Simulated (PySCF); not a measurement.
A species of formula C6H12OSSi has this rotational fingerprint, computed with PBE0/pcSseg-1 in PySCF (dipole) on a GFN2-xTB geometry, gas phase:

* Rotational constants: A = 2321, B = 584.2, C = 487.7 MHz
* Dipole components: |μa| = 0.85 D, |μb| = 1.02 D, |μc| = 0.31 D
* Inertial defect: -46.70 u·Å²
* κ: -0.89

**Question.** Which candidate fits, each taken in the one conformer that was computed?
A. `[CH2:1]=[CH:2][CH2:3][C@@H:4]1[CH2:5][S:6][C@H:7]1[O:8][SiH3:9]` with C1–C2–C3–C4 119°, C2–C3–C4–C5 -66°, S6–C7–O8–Si9 -62°, C3–C4–C5–S6 -135°, C4–C5–S6–C7 11°, C5–S6–C7–O8 -129°, C3–C4–C7–S6 135°
B. `[CH3:1][O:2][C@@H:3]1[C@@H:4]([SiH3:5])[C@@H:6]1[C:7]([CH3:8])=[S:9]` with C1–O2–C3–C4 -76°, C4–C6–C7–C8 163°
C. `[CH2:1]=[C:2]([CH2:3][CH3:4])[SiH2:5][O:6][C:7]([CH3:8])=[S:9]` with C1–C2–C3–C4 0°, C1–C2–Si5–O6 1°, C2–Si5–O6–C7 180°, Si5–O6–C7–C8 180°
D. `[CH3:1][S:2][C@@H:3]1[CH2:4][C@@H:5]([CH:6]=[O:7])[CH2:8][SiH2:9]1` with C1–S2–C3–C4 -165°, C4–C5–C6–O7 -133°, S2–C3–C4–C5 -80°, C3–C4–C5–C6 -170°, C4–C5–C8–Si9 38°, C5–C8–Si9–C3 -14°
E. `[CH2:1]=[CH:2][SiH2:3][S:4][C:5]([CH3:6])([CH3:7])[CH:8]=[O:9]` with C1–C2–Si3–S4 -127°, C2–Si3–S4–C5 85°, Si3–S4–C5–C6 72°, S4–C5–C8–O9 100°

**Answer.** A. It is C=CC[C@@H]1CS[C@H]1O[SiH3], an asymmetric top, point group C1. The candidates at the same level (rigid rotor, commonest isotopes):

```tsv
SMILES	A (MHz)	B (MHz)	C (MHz)	μa (D)	μb (D)	μc (D)	Δ (u·Å²)	point group	rotor
C=C[SiH2]SC(C)(C)C=O	1821	858.1	725.0	0.79	0.20	0.51	-169.46	C1	asymmetric top
CS[C@@H]1C[C@@H](C=O)C[SiH2]1	2103	691.3	579.3	2.82	2.36	1.95	-99.03	C1	asymmetric top
C=CC[C@@H]1CS[C@H]1O[SiH3]	2321	584.2	487.7	0.85	1.02	0.31	-46.70	C1	asymmetric top
CO[C@@H]1[C@@H]([SiH3])[C@@H]1C(C)=S	1341	847.8	644.6	2.17	0.41	1.75	-188.94	C1	asymmetric top
C=C(CC)[SiH2]OC(C)=S	3087	500.6	436.4	1.96	1.76	0.04	-15.28	near Cs	near-prolate asymmetric top
```

`C=C(CC)[SiH2]OC(C)=S` has A 33 % too high; `C=C[SiH2]SC(C)(C)C=O` has C 49 % too high; `CO[C@@H]1[C@@H]([SiH3])[C@@H]1C(C)=S` has B 45 % too high; `CS[C@@H]1C[C@@H](C=O)C[SiH2]1` has C 19 % too high. No structure here is proved a minimum.
